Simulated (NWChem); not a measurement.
System meant: CrN2H3SCl; SMILES [NH]=[Cr](=[NH])([SH])[Cl]

Input file for NWChem:

```
start job
memory heap 200 mb stack 900 mb global 1100 mb
geometry units angstroms noautoz
  Cr    -0.245329    -0.034147    -0.003404
  N     -1.149158    -0.008825    -1.296225
  H     -2.071025     0.047170    -1.736203
  N     -1.145779    -0.001500     1.288903
  H     -2.065540     0.064206     1.732973
  Cl     0.981326    -1.806555    -0.011157
  S      0.793283     1.897142     0.086832
  H      1.047251     1.956290    -1.241043
end
basis spherical
  Cr library def2-svp
  N library def2-svp
  H library def2-svp
  Cl library def2-svp
  S library def2-svp
end
dft
  odft
  mult 2
  xc xpbe96 cpbe96
  iterations 150
  mulliken
end
task dft energy
```

End of the output:

```
 Summary of "ao basis" -> "" (spherical)
 ------------------------------------------------------------------------------
       Tag                 Description            Shells   Functions and Types
 ---------------- ------------------------------  ------  ---------------------
 Cr                         def2-svp                11       31   5s3p2d1f
 N                          def2-svp                 6       14   3s2p1d
 H                          def2-svp                 3        5   2s1p
 Cl                         def2-svp                 8       18   4s3p1d
 S                          def2-svp                 8       18   4s3p1d

  pbe96 is a nonlocal functional; adding pw91lda local functional.

                                 NWChem DFT Module
                                 -----------------

 Summary of "ao basis" -> "ao basis" (spherical)
 ------------------------------------------------------------------------------
       Tag                 Description            Shells   Functions and Types
 ---------------- ------------------------------  ------  ---------------------
 Cr                         def2-svp                11       31   5s3p2d1f
 N                          def2-svp                 6       14   3s2p1d
 H                          def2-svp                 3        5   2s1p
 Cl                         def2-svp                 8       18   4s3p1d
 S                          def2-svp                 8       18   4s3p1d

  number of electrons :                   74
  multiplicity        :                    2
 ------------------------------------------------------------------------
  no. of electrons and multiplicity not compatible                  74
 ------------------------------------------------------------------------
 ------------------------------------------------------------------------
  current input line :
    27: task dft energy
 ------------------------------------------------------------------------
 ------------------------------------------------------------------------
 There is an error in the input file
 ------------------------------------------------------------------------
 For more information see the NWChem manual at https://nwchemgit.github.io

0: no. of electrons and multiplicity not compatible:Received an Error in Communication
```

Q: Find the fault in this run and fix the input.

A: The program refused the input. Cause: the multiplicity doesn't fit the number of electrons (an even count wants an odd multiplicity, and the reverse). This input runs:
```
start job
memory heap 200 mb stack 900 mb global 1100 mb
geometry units angstroms noautoz
  Cr    -0.245329    -0.034147    -0.003404
  N     -1.149158    -0.008825    -1.296225
  H     -2.071025     0.047170    -1.736203
  N     -1.145779    -0.001500     1.288903
  H     -2.065540     0.064206     1.732973
  Cl     0.981326    -1.806555    -0.011157
  S      0.793283     1.897142     0.086832
  H      1.047251     1.956290    -1.241043
end
basis spherical
  * library def2-svp
end
dft
  xc xpbe96 cpbe96
  iterations 150
  mulliken
end
task dft energy
```
It converges to -2013.05160 Ha (PBE/def2-SVP).
